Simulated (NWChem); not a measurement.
System: C₂H₇NSn, singlet; SMILES C[N]([SnH])C

Parts of the log:

```
             Northwest Computational Chemistry Package (NWChem) 7.3.0
             --------------------------------------------------------

 CS  symmetry detected

                             Geometry "geometry" -> ""
                             -------------------------

 Output coordinates in angstroms (scale by  1.889725989 to convert to a.u.)

  No.       Tag          Charge          X              Y              Z
 ---- ---------------- ---------- -------------- -------------- --------------
    1 Sn                  50.0000     0.02139531    -0.88020302     0.00000000
    2 H                    1.0000    -1.76560525    -0.94574767     0.00000000
    3 N                    7.0000    -0.00022348     1.16976858     0.00000000
    4 C                    6.0000     1.23295025     1.91530293     0.00000000
    5 C                    6.0000    -1.16403084     2.01818950     0.00000000
    6 H                    1.0000     1.31717765     2.57234198    -0.88894230
    7 H                    1.0000     1.31717765     2.57234198     0.88894230
    8 H                    1.0000     2.10373327     1.24111311     0.00000000
    9 H                    1.0000    -1.18503955     2.68114926     0.88866693
   10 H                    1.0000    -1.18503955     2.68114926    -0.88866693
   11 H                    1.0000    -2.08412176     1.41846841     0.00000000

 Effective nuclear repulsion energy (a.u.)     333.3848998385

      Symmetry information
      --------------------

 Group name             Cs
 Group number              2
 Group order               2
 No. of unique centers     9

  xc_inp: hfexch multiplicative factor not found.

                                 NWChem DFT Module
                                 -----------------

 Summary of "ao basis" -> "ao basis" (spherical)
 ------------------------------------------------------------------------------
       Tag                 Description            Shells   Functions and Types
 ---------------- ------------------------------  ------  ---------------------
 Sn                          sto-3g                 11       27   5s4p2d
 H                           sto-3g                  1        1   1s
 N                           sto-3g                  3        5   2s1p
 C                           sto-3g                  3        5   2s1p

      Symmetry analysis of basis
      --------------------------

        a'         36
        a"         13

            General Information
            -------------------
          SCF calculation type: DFT
          Wavefunction type:  closed shell.
          No. of atoms     :    11
          No. of electrons :    76
           Alpha electrons :    38
            Beta electrons :    38
          Charge           :     0
          Spin multiplicity:     1
          Use of symmetry is: on ; symmetry adaption is: on
          Maximum number of iterations: 150
          AO basis - number of functions:    49
                     number of shells:    27
          Convergence on energy requested:  1.00D-06
          Convergence on density requested:  1.00D-05
          Convergence on gradient requested:  5.00D-04

              XC Information
              --------------
                     Hartree-Fock (Exact) Exchange  1.000

      Superposition of Atomic Density Guess
      -------------------------------------

 Sum of atomic energies:       -6094.43139294

      Non-variational initial energy
      ------------------------------

 Total energy =   -6094.886005
 1-e energy   =   -9097.931102
 2-e energy   =    2669.660197
 HOMO         =      -0.070010
 LUMO         =       0.141840

      Symmetry analysis of molecular orbitals - initial
      -------------------------------------------------

  Numbering of irreducible representations:

     1 a'          2 a"

  Orbital symmetries:

     1 a'          2 a'          3 a'          4 a'          5 a"
     6 a'          7 a'          8 a'          9 a"         10 a'
    11 a'         12 a'         13 a"         14 a"         15 a'
    16 a'         17 a'         18 a'         19 a'         20 a'
    21 a"         22 a'         23 a'         24 a'         25 a'
    26 a'         27 a"         28 a"         29 a'         30 a'
    31 a"         32 a'         33 a'         34 a"         35 a'
    36 a'         37 a"         38 a'         39 a"         40 a'
    41 a'         42 a'         43 a'         44 a'         45 a"
    46 a"         47 a'         48 a'

     ---------------------------------------------
      Total Density - Mulliken Population Analysis
     ---------------------------------------------

    Atom       Charge   Shell Charges
 -----------   ------   -------------------------------------------------------
    1 Sn  50    49.32   2.00  2.00  6.00  2.00  5.99  2.00  5.98  1.79  1.57 10.00  9.98
    2 H    1     1.30   1.30
    3 N    7     7.69   2.00  1.62  4.08
    4 C    6     5.91   1.99  1.26  2.66
    5 C    6     5.91   1.99  1.26  2.66
    6 H    1     0.98   0.98
    7 H    1     0.98   0.98
    8 H    1     0.97   0.97
    9 H    1     0.98   0.98
   10 H    1     0.98   0.98
   11 H    1     0.97   0.97

   convergence    iter        energy       DeltaE   RMS-Dens  Diis-err
 ---------------- ----- ----------------- --------- --------- ---------
 d= 0,ls=0.0,diis     1  -6095.8566336718 -6.43D+03  1.15D-02  1.63D-01
 d= 0,ls=0.0,diis     2  -6095.8881098129 -3.15D-02  3.68D-03  1.95D-02
 d= 0,ls=0.0,diis     3  -6095.8917727635 -3.66D-03  1.57D-03  2.56D-03
 d= 0,ls=0.0,diis     4  -6095.8923545972 -5.82D-04  4.54D-04  8.84D-05
 d= 0,ls=0.0,diis     5  -6095.8924064647 -5.19D-05  3.48D-04  2.41D-05
  Resetting Diis
 d= 0,ls=0.0,diis     6  -6095.8924222061 -1.57D-05  6.23D-05  5.70D-07
 d= 0,ls=0.0,diis     7  -6095.8924226751 -4.69D-07  5.06D-06  2.17D-08

         Total DFT energy =    -6095.892422675133
      One electron energy =    -9094.301026331803
           Coulomb energy =     2844.202903044912
    Exchange-Corr. energy =     -179.179199226791
 Nuclear repulsion energy =      333.384899838548

 Numeric. integr. density =        0.000000000000

                  Occupations of the irreducible representations
                  ----------------------------------------------

                     irrep           alpha         beta
                     --------     --------     --------
                     a'               28.0         28.0
                     a"               10.0         10.0

                       DFT Final Molecular Orbital Analysis
                       ------------------------------------

 Vector   36  Occ=2.000000D+00  E=-3.438379D-01  Symmetry=a'
              MO Center= -4.8D-01,  1.6D-01, -4.6D-13, r^2= 3.5D+00
   Bfn.  Coefficient  Atom+Function         Bfn.  Coefficient  Atom+Function
  ----- ------------  ---------------      ----- ------------  ---------------
    32      0.491682   3 N  py               28      0.458047   2 H  s
    16     -0.286763   1 Sn py               15     -0.243007   1 Sn px
    30     -0.230014   3 N  s                37     -0.217379   4 C  py
    27     -0.150101   1 Sn d  2             42     -0.137973   5 C  py
    44     -0.129695   6 H  s                45     -0.129695   7 H  s

 Vector   37  Occ=2.000000D+00  E=-2.417415D-01  Symmetry=a"
              MO Center=  1.3D-02,  1.3D+00,  1.2D-12, r^2= 1.8D+00
   Bfn.  Coefficient  Atom+Function         Bfn.  Coefficient  Atom+Function
  ----- ------------  ---------------      ----- ------------  ---------------
    33      0.872402   3 N  pz               17      0.264015   1 Sn pz
    44      0.218602   6 H  s                45     -0.218602   7 H  s
    47     -0.218256   9 H  s                48      0.218256  10 H  s
    43     -0.098476   5 C  pz               38     -0.097223   4 C  pz
    13     -0.095730   1 Sn pz               24     -0.040108   1 Sn d -1

 Vector   38  Occ=2.000000D+00  E=-1.919239D-01  Symmetry=a'
              MO Center=  3.4D-01, -1.1D+00, -1.2D-12, r^2= 2.3D+00
   Bfn.  Coefficient  Atom+Function         Bfn.  Coefficient  Atom+Function
  ----- ------------  ---------------      ----- ------------  ---------------
    14      0.738606   1 Sn s                15      0.512309   1 Sn px
    16     -0.362096   1 Sn py               28     -0.335675   2 H  s
    11     -0.189844   1 Sn px               10     -0.179196   1 Sn s
    32      0.176275   3 N  py               30     -0.145974   3 N  s
    12      0.132828   1 Sn py               42     -0.087978   5 C  py

 Vector   39  Occ=0.000000D+00  E= 1.859573D-01  Symmetry=a"
              MO Center=  2.0D-02, -7.1D-01, -1.6D-12, r^2= 2.4D+00
   Bfn.  Coefficient  Atom+Function         Bfn.  Coefficient  Atom+Function
  ----- ------------  ---------------      ----- ------------  ---------------
    17      1.015841   1 Sn pz               33     -0.340063   3 N  pz
    13     -0.333333   1 Sn pz                9      0.121864   1 Sn pz
    47      0.069338   9 H  s                48     -0.069338  10 H  s
    44     -0.065253   6 H  s                45      0.065253   7 H  s
     5     -0.047561   1 Sn pz

 Vector   40  Occ=0.000000D+00  E= 3.688866D-01  Symmetry=a'
              MO Center= -2.8D-02, -5.4D-01,  2.1D-14, r^2= 2.8D+00
   Bfn.  Coefficient  Atom+Function         Bfn.  Coefficient  Atom+Function
  ----- ------------  ---------------      ----- ------------  ---------------
    16      0.913657   1 Sn py               30     -0.600395   3 N  s
    15      0.563323   1 Sn px               28      0.426137   2 H  s
    32      0.317146   3 N  py               12     -0.263648   1 Sn py
    41      0.230800   5 C  px               36     -0.163611   4 C  px
    11     -0.159074   1 Sn px               27     -0.108220   1 Sn d  2

[...]
```

Level: Hartree-Fock/STO-3G, non-relativistic. Low-valent species are run as closed-shell singlets; no triplet was tried in these runs. All runs use the structure optimised with PBE0/def2-SVP (def2 core potentials past Kr). No frequency run checked for a minimum.

Write an input that gives this output.

One answer among several that fit: the input that was run:
```
start job
memory heap 200 mb stack 900 mb global 1100 mb
geometry units angstroms noautoz
  Sn    -0.002963    -0.881795    -0.000137
  H     -1.790708    -0.922228     0.000191
  N      0.004220     1.168278     0.000263
  C      1.247746     1.896414     0.000653
  C     -1.147553     2.032965     0.001364
  H      1.340329     2.553972    -0.887068
  H      1.342063     2.550437     0.890815
  H      2.108971     1.210058    -0.001555
  H     -1.159928     2.694268     0.891435
  H     -1.158563     2.698040    -0.885898
  H     -2.075979     1.446230    -0.000567
end
basis spherical
  * library sto-3g
end
dft
  xc hfexch
  iterations 150
  mulliken
end
task dft energy
```
